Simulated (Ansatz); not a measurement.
BiMe2H (C₂H₇Bi). Charge 0, multiplicity 1. Geometry PBE-D4/def2-SVP; atoms count from 1.

Cartesian coordinates in Å:
```
Bi 1.153 0.173 0.824
C -0.990 -0.568 1.236
C 0.828 0.143 -1.457
H -1.036 -1.648 1.003
H -1.701 -0.012 0.597
H -1.234 -0.408 2.303
H 1.617 0.743 -1.948
H -0.168 0.562 -1.692
H 0.889 -0.905 -1.806
H 0.642 1.921 0.939
```

In the def2 sets Bi takes a core potential; there is no spin–orbit coupling.

Q: Estimate the Mulliken populations from the PBE0/def2-TZVP orbitals of Ansatz.

A: 
```tsv
atom	charge (e)
Bi1	0.44
C2	-0.60
C3	-0.60
H4	0.14
H5	0.14
H6	0.14
H7	0.14
H8	0.14
H9	0.14
H10	-0.08
```
Mulliken values depend strongly on the basis.

Q: And the Mayer bond orders between heavy atoms (over 0.3)?

A: Bi1–C2 0.95 (2.30 Å); Bi1–C3 0.95 (2.30 Å).
